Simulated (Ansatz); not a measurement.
`C[Se][SnH3]`, charge 0, multiplicity 1.

(1) Give a relaxed structure at PBE0-D4/def2-TZVP (Ansatz). (An estimate is asked.)

Answers

(1) Computed: 
Z-matrix (Å, degrees):
```
C
Se 1 1.960
H 1 1.088 2 110.7
H 1 1.088 2 110.7 3 -123.0
H 1 1.089 2 106.1 3 118.5
Sn 2 2.522 1 96.9 3 61.1
H 6 1.709 2 109.1 1 -58.1
H 6 1.702 2 107.0 1 -178.5
H 6 1.709 2 109.4 1 61.1
```
Point group Cs.
This is one stationary point; other conformers may exist.
